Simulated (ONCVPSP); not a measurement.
Configuration tests for Co (Z = 27) (ONCV)

ONCVPSP 4.0.1 input, shortened (lines: element, Z, core and valence counts, functional; n l f; lmax; l rc ep ncon nbas qcut; lloc lpopt rc5 dvloc0; l nproj debl; icmod fcfact rcfact), PBEsol, scalar-relativistic:

```
  Co 27.00    4    3  -116133      upf
    1    0    2.00
    2    0    2.00
    2    1    6.00
    3    0    2.00
    3    1    6.00
    3    2    8.00
    4    0    1.00
    2
    0    1.90    0.00    3    6    3.10
    1    1.30    0.00    3    6    9.80
    2    0.90    0.00    5   10   15.10
    4    5    0.80    2.00
    0    2    2.00
    1    2    2.90
    2    3    2.60
    3    2.50    1.60
```

Energies are relative to the spin-unpolarised reference configuration 3p6 3d8 4s1; without spin polarisation the order of configurations can differ from experiment.

| valence configuration | charge | ΔE all-electron (eV) | error AE − PS (meV) |
| --- | --- | --- | --- |
| 3p6 3d7 4s1 | +1 | 10.261 | -13 |
| 3p6 3d7 4s0 | +2 | 26.959 | +18 |
| 3p6 3d7 4s1 4p1 | 0 | 5.598 | -8.4 |

Question: What are ΔE and the potential's error for 3p6 3d7 4s2?

Answer: ΔE = 1.215 eV all-electron; the error (AE − PS) is -48 meV.

Note: ghosts flagged at negative energy: s at -123.0 eV; no localised positive-energy state flagged. A true bound ghost makes a file unfit for plane-wave use.
